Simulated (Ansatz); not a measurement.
Single points on Te₄Pt.

```yaml
crystal:
  periodic: [false, false, false]
  atoms:
    - {symbol: Pt, position_ang: [-1.153061, -0.660110, -0.470579]}
    - {symbol: Te, position_ang: [1.255280, 1.983137, -0.072775]}
    - {symbol: Te, position_ang: [0.764159, -0.545857, 1.185137]}
    - {symbol: Te, position_ang: [0.712873, -2.642709, -0.588334]}
    - {symbol: Te, position_ang: [-1.579261, 1.865529, -0.053449]}
basis:
  gaussian: {orbitals: def2-TZVP, initial_orbitals: start.molden}
hamiltonian: {xc: pbe, dispersion: d4}
scf: {omitted_lower_state_checks: [starts]}
output: {forces: true, orbitals: {seedname: orbitals}}
```

The file start.molden holds the orbitals of an earlier run on this structure, at another level or in another basis.

```sh
$ ansatz run in.yaml --threads 4 --pin off --events-out ev --progress --plain --max-ram 8704MiB
```

Shortened log:

```
Functional definition: PBE
1940 factors; their error is unknown
mean field evaluation 1: about -32426.7942 eV, gradient 9.8e0 eV
mean field evaluation 2: about -32426.9921 eV, gradient 3.2e-1 eV
mean field evaluation 4: about -32426.4873 eV, gradient 1.1e0 eV
mean field evaluation 8: about -32426.4878 eV, gradient 2.3e-5 eV
mean field -32426.48775346 eV, -1191.6514454770 hartree, gradient 2.3e-5 eV, S^2 0.000000; 0 other end points of the search recorded, 0 dependent functions left out
reference -32426.48779066 eV, -1191.6514468441 hartree; 57, 57 occupied and 183, 183 virtual orbitals, 1940 factors
Total energy: -32426.97818008 eV, -1191.6694683228 hartree
Atom 0 at    -1.153061    -0.660110    -0.470579 Å, force     0.551449     0.287556     0.374909 eV/Å
Atom 1 at     1.255280     1.983137    -0.072775 Å, force    -0.199002    -0.129400     0.035424 eV/Å
Atom 2 at     0.764159    -0.545857     1.185137 Å, force    -0.452119     0.025347    -0.531656 eV/Å
Atom 3 at     0.712873    -2.642709    -0.588334 Å, force    -0.243516     0.417397     0.143875 eV/Å
Atom 4 at    -1.579261     1.865529    -0.053449 Å, force     0.343188    -0.600900    -0.022552 eV/Å
Dipole moment:     0.172336     0.035717     0.219168 e Å
Checks for a lower state left out: starts
```

Hardware: 4 threads of Arm Neoverse V1 on a shared host. Wall time 4.9 s.

The first input with `gaussian: {orbitals: def2-SVP, initial_orbitals: start.molden}`, `output: {orbitals: {seedname: orbitals}}` (abridged; 2.4 s):

```
Functional definition: PBE
mean field -32424.79729653 eV, -1191.5893223304 hartree, gradient 1.1e-5 eV, S^2 0.000000
Total energy: -32425.28772048 eV, -1191.6073450784 hartree
Checks for a lower state left out: starts
```

As the first input, with `hamiltonian: {xc: hf}`, `output: {orbitals: {seedname: orbitals}}` (abridged; 11 s):

```
Functional definition: HF
mean field -32287.38529208 eV, -1186.5395243081 hartree, gradient 1.9e-5 eV, S^2 0.000000
Total energy: -32287.38529208 eV, -1186.5395243081 hartree
Checks for a lower state left out: starts
```

Geometry: B3LYP-D4/def2-SVP.

In the def2 sets Pt, Te take a core potential; there is no spin–orbit coupling. The restricted singlet is unstable towards broken spin symmetry in Hartree–Fock (as tested in another run); at PBE-D4/def2-TZVP, PBE-D4/def2-SVP this wasn't settled. At HF/def2-TZVP the restricted singlet is unstable: a solution with broken spin symmetry lies lower. Another isomer (singlet) lies 0.08 eV lower at PBE0-D4/def2-TZVP; other spin states weren't run for this one.
